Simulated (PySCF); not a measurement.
W(NH)2(F)(Cl) (ClFH2N2W), SMILES [NH]=[W](=[NH])([F])[Cl], multiplicity 1. Geometry: PBE-D3(BJ)/def2-SVP. The multiplicity is an assumed one; no other spin state was optimised. The structure was generated by enumeration; whether it is a known compound was not checked. The def2 effective core potentials stand for the cores of W; spin–orbit coupling is left out.

The numbers are results of PBE-D3(BJ)/def2-SVP in PySCF, not measurements.

Harmonic wavenumbers (cm⁻¹): 135, 176, 222, 242, 296, 391, 413, 582, 593, 670, 711, 966, 1002, 3539, 3541. Rotational constants (GHz): 3.515, 1.871, 1.782; symmetry number 1.

Task: Work out the zero-point energy and the ideal-gas rigid-rotor harmonic-oscillator thermochemistry at 298.15 K and 1 atm.

Result: ZPE = ½ Σ hcν = ½ × 13481 cm⁻¹ = 19.27 kcal/mol. H − E(el) = 24.14 kcal/mol. Entropy in cal/(mol K): translation 42.66, rotation 27.71, vibration 14.10, total 84.47. G − E(el) = -1.05 kcal/mol. Cp = 24.54 cal/(mol K). Modes under 150 cm⁻¹ make the vibrational entropy uncertain.
